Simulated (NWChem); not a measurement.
System: InHBrCl; SMILES [Cl][InH][Br]

The following NWChem deck was run.

```
start job
memory heap 200 mb stack 900 mb global 1100 mb
geometry units angstroms noautoz
  In    -0.582091    -0.478229     0.000000
  H     -2.248947    -0.832985     0.000000
  Cl     1.063302    -2.143790     0.000000
  Br     0.361468     1.809236     0.000000
end
basis spherical
  * library def2-svp
end
ecp
  In library def2-ecp
end
dft
  xc xwpbe 0.80 cpbe96 1.0 hfexch 1.00
  cam 0.2 cam_alpha 0.2 cam_beta 0.8
  iterations 150
  mulliken
end
task dft energy
```

Structure relaxed at the PBE0/def2-SVP level. def2 effective core potentials on In; no spin-orbit coupling.

Problem. Predict the main results of this run. (LRC-wPBEh/def2-SVP with def2 effective core potentials on In.) Quantities: energy (Ha); highest occupied level (eV); orbital gap (eV); dipole (D).

Solution. 
| Property | Value |
|---|---|
| energy (Ha) | -3224.29 |
| highest occupied level (eV) | -10.19 |
| orbital gap (eV) | 9.86 |
| dipole (D) | 2.49 |
